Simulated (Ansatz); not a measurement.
Born–Oppenheimer molecular dynamics of CH₃BOS (7 atoms, charge 0, multiplicity 1). It starts at the highest image of a converged band. Of that band: Neighbouring images differ by up to 1.3 eV, so the band resolves the path poorly. A vibrational analysis at the climbing image gives one clearly imaginary mode, 645i cm⁻¹: a first-order saddle point.

Theory: Ansatz 0.2.0, RKS BLYP/def2-SVP.

```json
{
  "ensemble": "NVE (velocity Verlet)",
  "time step": "0.5 fs",
  "steps asked": "200",
  "starting velocities drawn for": "100 K",
  "seed": "8986"
}
```

First frame:

```xyz
7
Properties=species:S:1:pos:R:3
B -1.279 0.892 0.144
O -0.260 0.625 0.937
C 0.651 -0.285 0.272
S -0.031 -0.698 -1.440
H -1.392 0.377 -1.058
H 1.636 0.215 0.202
H 0.738 -1.194 0.898
```

How far do the bonds stretch over the last three quarters of this one trajectory? (Pairs bonded in most of those frames.)


```json
{"bond": "B1–O2", "mean (Å)": "1.312", "spread (Å)": "0.011", "shortest": "1.29", "longest": "1.33"}
{"bond": "O2–C3", "mean (Å)": "1.441", "spread (Å)": "0.013", "shortest": "1.42", "longest": "1.48"}
{"bond": "C3–S4", "mean (Å)": "1.868", "spread (Å)": "0.034", "shortest": "1.81", "longest": "1.92"}
{"bond": "C3–H6", "mean (Å)": "1.106", "spread (Å)": "0.009", "shortest": "1.09", "longest": "1.12"}
{"bond": "C3–H7", "mean (Å)": "1.106", "spread (Å)": "0.007", "shortest": "1.09", "longest": "1.12"}
{"bond": "S4–H5", "mean (Å)": "1.381", "spread (Å)": "0.045", "shortest": "1.31", "longest": "1.45"}
```

Mean temperature of the second half: 948 K. The conserved energy stayed within 0.063 meV per atom of its start (net change -0.057 meV per atom), so the integration is sound. The system heated up, since it started high on the potential surface and ran downhill. A run of 0.1 ps of so small a system gives no equilibrium averages. The orbitals stay closed-shell, which can raise the energy where a bond breaks towards radicals; this wasn't checked here.

The run took 4.2 min on 1 thread of Intel(R) Xeon(R) Platinum 8488C (Sapphire Rapids), on a shared host, peak memory 0.15 GiB.
